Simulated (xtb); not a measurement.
A run for xtb: GFN2-xTB on Cl2H2 (a complex).

```
$ xtb mol.xyz --gfn 2 --sp --chrg 0 --uhf 0
4

Cl    -0.16304302     0.37938654    -0.10163354
H      0.96354067    -0.22873307    -0.19614664
Cl     0.37861971     0.13707633     3.59988699
H      0.00556991     0.32240905     2.38102739
```

The log:

```
[...]
           -------------------------------------------------
          |                Calculation Setup                |
           -------------------------------------------------



molecular fragmentation (1/2 indicates fragments):
1122
# atoms in fragment 1/2:     2     2
 fragment masses (1/2) :       36.46       36.46
CMA distance (Bohr)    :   7.013
constraining FC (au)   :  0.0500

           -------------------------------------------------
          |                 G F N 2 - x T B                 |
           -------------------------------------------------

        Reference                      10.1021/acs.jctc.8b01176
      * Hamiltonian:
        H0-scaling (s, p, d)           1.850000    2.230000    2.230000
        zeta-weighting                 0.500000
      * Dispersion:
        s8                             2.700000
        a1                             0.520000
        a2                             5.000000
        s9                             5.000000
      * Repulsion:
        kExp                           1.500000    1.000000
        rExp                           1.000000
      * Coulomb:
        alpha                          2.000000
        third order                    shell-resolved
        anisotropic                    true
        a3                             3.000000
        a5                             4.000000
        cn-shift                       1.200000
        cn-exp                         4.000000
        max-rad                        5.000000


          ...................................................
          :                      SETUP                      :
          :.................................................:
          :  # basis functions                  22          :
          :  # atomic orbitals                  20          :
          :  # shells                            8          :
          :  # electrons                        16          :
          :  max. iterations                   250          :
          :  Hamiltonian                  GFN2-xTB          :
          :  restarted?                      false          :
          :  GBSA solvation                  false          :
          :  PC potential                    false          :
          :  electronic temp.          300.0000000     K    :
          :  accuracy                    1.0000000          :
          :  -> integral cutoff          0.2500000E+02      :
          :  -> integral neglect         0.1000000E-07      :
          :  -> SCF convergence          0.1000000E-05 Eh   :
          :  -> wf. convergence          0.1000000E-03 e    :
          :  Broyden damping             0.4000000          :
          :  net charge                          0          :
          :  unpaired electrons                  0          :
          ...................................................

 iter      E             dE          RMSdq      gap      omega  full diag
   1    -10.1171097 -0.101171E+02  0.353E+00    8.96       0.0  T
   2    -10.1201114 -0.300177E-02  0.220E+00    8.56       1.0  T
   3    -10.1214369 -0.132548E-02  0.844E-01    8.18       1.0  T
   4    -10.1219705 -0.533641E-03  0.429E-01    8.25       1.0  T
   5    -10.1224493 -0.478761E-03  0.111E-01    8.41       1.0  T
   6    -10.1224660 -0.166950E-04  0.795E-02    8.42       1.0  T
   7    -10.1224800 -0.140091E-04  0.201E-02    8.45       2.5  T
   8    -10.1224808 -0.750255E-06  0.509E-03    8.46       9.8  T
   9    -10.1224808 -0.180197E-07  0.194E-03    8.46      25.7  T
  10    -10.1224808 -0.975525E-08  0.855E-04    8.46      58.5  T
  11    -10.1224808 -0.113399E-08  0.325E-04    8.46     153.9  T

   *** convergence criteria satisfied after 11 iterations ***

         #    Occupation            Energy/Eh            Energy/eV
      -------------------------------------------------------------
         1        2.0000           -1.0792670             -29.3683
         2        2.0000           -1.0568682             -28.7588
         3        2.0000           -0.5472747             -14.8921
         4        2.0000           -0.5253773             -14.2962
         5        2.0000           -0.4586449             -12.4804
         6        2.0000           -0.4570354             -12.4366
         7        2.0000           -0.4339275             -11.8078
         8        2.0000           -0.4336343             -11.7998 (HOMO)
         9                         -0.1226780              -3.3382 (LUMO)
        10                         -0.0965241              -2.6266
        11                         -0.0068526              -0.1865
        12                         -0.0052133              -0.1419
        13                         -0.0004748              -0.0129
       ...                                ...                  ...
        20                          0.2234578               6.0806
      -------------------------------------------------------------
                  HL-Gap            0.3109563 Eh            8.4616 eV
             Fermi-level           -0.2781562 Eh           -7.5690 eV

 SCC (total)                   0 d,  0 h,  0 min,  0.006 sec
 SCC setup                      ...        0 min,  0.000 sec (  3.419%)
 Dispersion                     ...        0 min,  0.000 sec (  0.817%)
 classical contributions        ...        0 min,  0.000 sec (  0.575%)
 integral evaluation            ...        0 min,  0.001 sec ( 15.870%)
 iterations                     ...        0 min,  0.003 sec ( 59.807%)
 molecular gradient             ...        0 min,  0.001 sec ( 15.927%)
 printout                       ...        0 min,  0.000 sec (  3.145%)

         :::::::::::::::::::::::::::::::::::::::::::::::::::::
         ::                     SUMMARY                     ::
         :::::::::::::::::::::::::::::::::::::::::::::::::::::
         :: total energy             -10.109158675171 Eh    ::
         :: gradient norm              0.005371784082 Eh/a0 ::
         :: HOMO-LUMO gap              8.461552093154 eV    ::
         ::.................................................::
         :: SCC energy               -10.122480764233 Eh    ::
         :: -> isotropic ES            0.023372822913 Eh    ::
         :: -> anisotropic ES         -0.007948469904 Eh    ::
         :: -> anisotropic XC         -0.009607515210 Eh    ::
         :: -> dispersion             -0.001001779747 Eh    ::
         :: repulsion energy           0.013322089061 Eh    ::
         :: add. restraining           0.000000000000 Eh    ::
         :: total charge               0.000000000000 e     ::
         :::::::::::::::::::::::::::::::::::::::::::::::::::::

           -------------------------------------------------
          |                Property Printout                |
           -------------------------------------------------

    * Orbital Energies and Occupations

         #    Occupation            Energy/Eh            Energy/eV
      -------------------------------------------------------------
         1        2.0000           -1.0792670             -29.3683
         2        2.0000           -1.0568682             -28.7588
         3        2.0000           -0.5472747             -14.8921
         4        2.0000           -0.5253773             -14.2962
         5        2.0000           -0.4586449             -12.4804
         6        2.0000           -0.4570354             -12.4366
         7        2.0000           -0.4339275             -11.8078
         8        2.0000           -0.4336343             -11.7998 (HOMO)
         9                         -0.1226780              -3.3382 (LUMO)
        10                         -0.0965241              -2.6266
        11                         -0.0068526              -0.1865
Note: The following floating-point exceptions are signalling: IEEE_UNDERFLOW_FLAG IEEE_DENORMAL
normal termination of xtb
        12                         -0.0052133              -0.1419
        13                         -0.0004748              -0.0129
        14                         -0.0000924              -0.0025
        15                          0.0196197               0.5339
        16                          0.0197881               0.5385
        17                          0.0257818               0.7016
        18                          0.0257821               0.7016
        19                          0.1788037               4.8655
        20                          0.2234578               6.0806
      -------------------------------------------------------------
                  HL-Gap            0.3109563 Eh            8.4616 eV
             Fermi-level           -0.2781562 Eh           -7.5690 eV

     #   Z          covCN         q      C6AA      α(0)
     1  17 Cl       0.844    -0.323   109.457    16.005
     2   1 H        0.844     0.336     0.617     1.231
     3  17 Cl       0.844    -0.349   110.370    16.072
     4   1 H        0.844     0.336     0.616     1.230

 Mol. C6AA /au·bohr⁶  :        507.928815
 Mol. C8AA /au·bohr⁸  :      19851.656052
 Mol. α(0) /au        :         34.538676


Wiberg/Mayer (AO) data.
largest (>0.10) Wiberg bond orders for each atom

 ---------------------------------------------------------------------------
     #   Z sym  total        # sym  WBO       # sym  WBO       # sym  WBO
 ---------------------------------------------------------------------------
     1  17 Cl   0.914 --     2 H    0.887
     2   1 H    0.887 --     1 Cl   0.887
     3  17 Cl   0.878 --     4 H    0.869
     4   1 H    0.887 --     3 Cl   0.869
 ---------------------------------------------------------------------------

Topologies differ in total number of bonds
Writing topology from bond orders to xtbtopo.mol

molecular dipole:
                 x           y           z       tot (Debye)
 q only:        0.465      -0.262      -0.927
   full:        0.226      -0.130      -0.629       1.731
molecular quadrupole (traceless):
                xx          xy          yy          xz          yz          zz
 q only:        5.570      -0.384       4.211      -2.896       0.607      -9.781
  q+dip:        3.322      -1.069       1.491      -1.298       0.099      -4.813
   full:        3.479      -1.415       1.189      -1.149       0.027      -4.668


           -------------------------------------------------
          | TOTAL ENERGY              -10.109158675171 Eh   |
          | GRADIENT NORM               0.005371784082 Eh/α |
          | HOMO-LUMO GAP               8.461552093154 eV   |
           -------------------------------------------------

------------------------------------------------------------------------
------------------------------------------------------------------------
 total:
 SCF:
```

The run finished.

Cost: roughly 0.08 core-seconds.
